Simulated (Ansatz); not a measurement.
Molecule: sum formula AlO2ClH2, charge 0, multiplicity 1. 
Structure (B3LYP-D3(BJ)/def2-TZVP (Ansatz, a first-principles code) minimum search):
SMILES: [OH][Al]([OH])[Cl]
```xyz
6

O      1.3400    -1.3884    -0.0862
Al    -0.0362    -0.4126    -0.0247
O     -1.5733    -1.1005    -0.0630
Cl     0.1071     1.6688     0.1001
H      2.2354    -1.0481    -0.0676
H     -1.7190    -2.0463    -0.1196
```
Charge 0, spin multiplicity 1.

Wanted: atomisation energy (electronic, to ground-state atoms), in kcal/mol. Cores are frozen in the correlated levels unless marked. Open shells are spin-unrestricted. No spin-orbit coupling. No relativistic terms. The coupled-cluster limit lacks core correlation, which all-electron functionals hold. CBS marks a two-point X^-3 extrapolation of the correlation energy; Hartree-Fock from the larger set (for Q and 5 zeta extrapolated as (X+1)exp(-9√X)). The bracket is a focal-point correction in the basis named.

| level | program | atomisation energy (kcal/mol) | minus last row |
|---|---|---|---|
| HF/cc-pV(Q+d)Z | Ansatz | 391.1 | -162.3 |
| revPBE-D4/def2-TZVPD | Ansatz + dftd4 | 533.7 | -19.7 |
| revPBE/def2-TZVPD | Ansatz | 526.7 | -26.7 |
| PBE0/def2-SVP | Ansatz | 528.8 | -24.6 |
| PBE0-D4/def2-TZVP | Ansatz + dftd4 | 535.9 | -17.5 |
| B2GP-PLYP-D3(BJ)/def2-TZVPD | Ansatz + dftd3 | 541.1 | -12.3 |
| MP2/6-31G | Ansatz | 425.5 | -127.9 |
| MP2/CBS(cc-pV(Q+d)Z,cc-pV(5+d)Z) | Ansatz | 576.8 | 23.4 |
| RI-MP2/aug-cc-pV(T+d)Z | Ansatz | 560.4 | 7.0 |
| SCS-MP2/aug-cc-pV(T+d)Z | Ansatz | 550.4 | -3.0 |
| CCSD/cc-pV(5+d)Z | Ansatz | 538.7 | -14.7 |
| CCSD(T)/6-31G | Ansatz | 413.7 | -139.7 |
| CCSD(T)/cc-pwCVTZ | Ansatz | 534.2 | -19.2 |
| RI-MP2/CBS(aug-cc-pV(T+d)Z,aug-cc-pV(Q+d)Z)+[CCSD(T)-MP2]/aug-cc-pV(Q+d)Z | Ansatz | 553.7 | 0.3 |
| CCSD(T)/CBS(cc-pV(Q+d)Z,cc-pV(5+d)Z) | Ansatz | 553.4 | 0.0 |
